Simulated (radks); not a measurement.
Ionisation ladder of silicon, from Si I to Si XI. Each ion is in the ground configuration listed by NIST, and IE = E(next ion) - E(this ion). All-electron calculation, scalar-relativistic Kohn-Sham, PBE, spin-polarised, spherical densities, point nucleus; open shells are filled with parallel spins first. Program: a radial shooting solver on a logarithmic mesh with Libxc functionals.

species,configuration,E (hartree),"IE, Delta-SCF (eV)",-e(HOMO) (eV),HOMO,<r> HOMO (bohr),"IE, NIST (eV)",kind,error (eV)
Si I,[Ne] 3s2 3p2,-289.86612,8.264,4.621,3p up,2.75,8.152,exp.,+0.112
Si II,[Ne] 3s2 3p1,-289.56242,16.266,12.115,3p up,2.44,16.346,exp.,-0.080
Si III,[Ne] 3s2,-288.96468,33.451,28.536,3s,1.95,33.493,exp.,-0.042
Si IV,[Ne] 3s1,-287.73536,45.673,40.402,3s up,1.84,45.142,exp.,+0.531
Si V,[Ne],-286.05692,167.14,148.55,2p,0.531,166.77,exp.,+0.4
Si VI,[He] 2s2 2p5,-279.91467,205.77,186.13,2p down,0.509,205.28,semi-emp.,+0.5
Si VII,[He] 2s2 2p4,-272.35287,246.03,225.71,2p down,0.489,246.57,semi-emp.,-0.5
Si VIII,[He] 2s2 2p3,-263.31140,304.61,281.36,2p up,0.462,303.59,semi-emp.,+1.0
Si IX,[He] 2s2 2p2,-252.11718,352.36,328.22,2p up,0.446,351.3,semi-emp.,+1.1
Si X,[He] 2s2 2p1,-239.16827,401.32,376.74,2p up,0.431,401.38,semi-emp.,-0.1
Si XI,[He] 2s2,-224.41988,473.91,454.33,2s,0.479,476.27,semi-emp.,-2.4

Reference values: NIST Atomic Spectra Database (exp. = measured, semi-emp. = semi-empirical, theory = theoretical value adopted there). The ionisation energy per charge of the ion left behind rises most, in proportion, at Si V ([Ne]), from 11.418 to 33.428 eV. Against the entries that are not theoretical the mean signed error is +0.2 % and the largest +1.4 %. Open shells are spherical and high-spin; term and fine-structure splittings are not resolved.
